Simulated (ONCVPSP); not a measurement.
## C (Z = 6), ONCV: configuration errors across variants

```
Element                 : C
Generator               : ONCVPSP 4.0.1
Type                    : optimised norm-conserving Vanderbilt (ONCV)
Functional              : PBE
Relativity              : non-relativistic
Frozen core             : [He]
Valence charge          : 4
Reference configuration : 2s2 2p2
Partial waves           : 2s: rc 1.30 bohr, ncon 4, nbas 7, qcut 5.6 1/bohr, 2 projectors, debl 1.7 Ha; 2p: rc 1.95 bohr, ncon 4, nbas 8, qcut 6.3 1/bohr, 2 projectors, debl 1.4 Ha
Local potential         : polynomial inside 1.05 bohr (lpopt 3, dvloc0 0 Ha)
Core correction         : Teter function, fcfact 4.75, rcfact 1.3
```

All-electron excitation energies from the reference (eV): (1) 2s2 2p1 10.865; (2) 2s2 2p0 35.024; (3) 2s1 2p0 83.197; (4) 2s2 2p1.5 3.965.

Errors AE − PS in meV (a dash: test not solved or not reliable):

| change | (1) | (2) | (3) | (4) | bound ghosts | GHOST(+) flags above zero |
| --- | --- | --- | --- | --- | --- | --- |
| base | +34 | +316 | +669 | +5.0 | none | none |
| s: qcut 3.7; p: qcut 4.2 | +68 | +585 | +1135 | +10 | none | none |
| s: qcut 4.6; p: qcut 5.2 | +48 | +430 | +857 | +7.2 | none | none |
| s: qcut 5.1; p: qcut 5.7 | +41 | +370 | +759 | +6.0 | none | none |
| s: qcut 6.2; p: qcut 7 | +28 | +270 | +593 | +4.1 | none | none |
| s: qcut 6.7; p: qcut 7.5 | +25 | +241 | +550 | +3.6 | none | none |
| s: qcut 7; p: qcut 7.9 | +23 | +222 | +517 | +3.3 | none | none |
| s: qcut 7.6; p: qcut 8.6 | +19 | +194 | +471 | +2.7 | none | none |
| s: qcut 8.1; p: qcut 9.1 | +17 | +176 | +444 | +2.4 | none | none |

(1) Give the same row for: s: qcut 4.2; p: qcut 4.7.

## Answers

(1) +57, +498, +980, +8.5; bound ghosts: none; GHOST(+) flags above zero: none.
